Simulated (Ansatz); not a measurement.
A series at Si: from `O[SiH](Cl)[SiH](Cl)Cl`, ligands are replaced one by one, each step taking up H₂ and setting free HCl; n counts the steps. Ansatz, PBE0-D4/def2-TZVP geometries. Each molecule was computed in one conformer, which needn't be the lowest.

```
n                 molecule  HOMO energy, ωB97M-V/def2-TZVPP (eV)
0  `O[SiH](Cl)[SiH](Cl)Cl`                                     ?
1     `O[SiH2][SiH](Cl)Cl`                                -10.03
2        `O[SiH2][SiH2]Cl`                                -10.00
3          `O[SiH2][SiH3]`                                 -9.94
```

Problem. By hand: fit a straight line y = ȳ + b (n − n̄) to the 3 given rows and predict n = 0.

Solution. n̄ = 2.000, ȳ = -9.990; Σ(n − n̄)(y − ȳ) = 0.090, Σ(n − n̄)² = 2.000, so b = 0.045 eV a step. Prediction: -9.990 + (0.045) × (-2.000) = -10.08 eV.

Problem. By hand: compare with the computed value, -10.15 eV, and give the steps along the whole series.

Solution. The line misses by -0.07 eV (computed minus predicted). Steps: 0.12, 0.03, 0.06 eV.

The steps differ by up to 0.09 eV without a steady trend. The highest orbital can change its character along such a series. The miss is 33.3 % of the series' range.
